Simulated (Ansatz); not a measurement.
Method: Ansatz (a program for electronic structure) with frozen-core CCSD(T)/def2-TZVPP // r2SCAN-D4/def2-SVP.

Ansatz 0.2 input:
```yaml
crystal:
  periodic: [false, false, false]
  atoms:
    - { symbol: Cd, position_ang: [-0.04395, -0.003059, -0.002572] }
    - { symbol: O, position_ang: [-0.324551, -0.6338, -1.848641] }
    - { symbol: C, position_ang: [0.737661, -0.877189, -2.731756] }
    - { symbol: H, position_ang: [1.349267, 0.021618, -2.955729] }
    - { symbol: H, position_ang: [0.312318, -1.219434, -3.693892] }
    - { symbol: H, position_ang: [1.431783, -1.672867, -2.389454] }
    - { symbol: Br, position_ang: [0.098203, 0.763843, 2.270648] }
basis:
  gaussian: { orbitals: def2-TZVPP }
correlation:
  method: ccsd_t
```

Output:

```
Functional definition: HF
1339 factors; integrals over basis functions are off by at most 1.0e-3 eV
mean field evaluation 1: about -77653.5985 eV, gradient 3.9e1 eV
mean field evaluation 2: about -77653.9620 eV, gradient 4.0e1 eV
mean field evaluation 4: about -77657.2003 eV, gradient 3.7e0 eV
mean field evaluation 8: about -77657.2514 eV, gradient 2.9e-1 eV
mean field evaluation 16: about -77657.2518 eV, gradient 2.5e-6 eV
mean field -77657.25182005 eV, -2853.8513664108 hartree, gradient 2.5e-6 eV, S^2 0.000000; 0 other end points of the search recorded, 0 dependent functions left out
11 core orbitals not correlated
reference -77657.25182005 eV, -2853.8513664108 hartree; 25, 25 occupied and 172, 172 virtual orbitals, 1339 factors
second order -37.96291188 eV of doubles, -0.00000000 eV of singles
cycle   1  -36.58958572 eV  change     1.4e0 eV  update   1.4e-1
cycle   2  -37.39971714 eV  change   -8.1e-1 eV  update   4.5e-2
cycle   3  -37.60798945 eV  change   -2.1e-1 eV  update   2.9e-2
cycle   4  -37.57903951 eV  change    2.9e-2 eV  update   1.2e-2
cycle   5  -37.55664788 eV  change    2.2e-2 eV  update   5.9e-3
cycle   6  -37.56442432 eV  change   -7.8e-3 eV  update   2.2e-3
cycle   7  -37.56500072 eV  change   -5.8e-4 eV  update   8.7e-4
cycle   8  -37.56407954 eV  change    9.2e-4 eV  update   3.2e-4
cycle   9  -37.56424205 eV  change   -1.6e-4 eV  update   1.4e-4
cycle  10  -37.56442373 eV  change   -1.8e-4 eV  update   4.9e-5
cycle  11  -37.56430065 eV  change    1.2e-4 eV  update   2.2e-5
cycle  12  -37.56434378 eV  change   -4.3e-5 eV  update   8.7e-6
perturbative correction -1.23633855 eV, -0.0454346039 hartree
Total energy: -77696.05250238 eV, -2855.2772651867 hartree
```

Cost: roughly 12 core-minutes.
